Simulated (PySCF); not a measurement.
An unknown shows these calculated signals:

1H NMR (400 MHz, computed): δ 5.12 (q, 1H), 1.73 (br s, 1H), 0.53 (d, 3H).

13C{1H} NMR (computed): δ 127.0 (C), -0.2 (CH3).

[PySCF 2.14: structure optimised with GFN2-xTB; shielding tensors at PBE0/pcSseg-1 (GIAO); equivalent nuclei averaged; relativity neglected; in vacuum; single conformer]

δ = σ(ref) − σ, references computed at the same level: 1H, 13C vs TMS.

Problem. Which of these does the molecule contain: a non-aromatic C=C double bond, a Si–CH3 group, an aldehyde, an OH group, a Si–H bond, a (CH3)2CH unit?

Solution. 
- A non-aromatic C=C double bond: no.
- A Si–CH3 group: yes (δC -0.2; δH 0.53 (d)).
- An aldehyde: no.
- An OH group: yes (δH 1.73 (br s)).
- A Si–H bond: yes (δH 5.12 (q)).
- A (CH3)2CH unit: no.

The data belong to SMILES C[Si@H](O)C#N, C2H5NOSi; they needn't prove each group on their own.

Carbon signals by region: 1 in the sp2 and nitrile region (100–160 ppm), 1 below 50 ppm.

Exchangeable OH/NH protons stand at their gas-phase positions; hydrogen bonding in a real sample shifts them, mostly to higher δ. Shifts are as computed. Against solution values, carbons near 30 ppm lie about +3 ppm off and those near 130 ppm about +5 ppm (rms about the fit 2.1 ppm; single classes can miss by 10 ppm). Of 1328 compounds with measured shifts, 309 miss one by over three times the rms of a fit or turn the order of signals round; such compounds aren't used in these exercises. Signals without a measured value on file couldn't be tested in this way; 1H shifts scatter by 0.2 ppm about their fit, and single ones miss by 0.5 ppm. No couplings were computed; multiplicities are counted from neighbouring protons, with m where these are inequivalent, close in shift, in a saturated or five-membered ring or joined by F or P, and br s for small geminal =CH2 splittings.
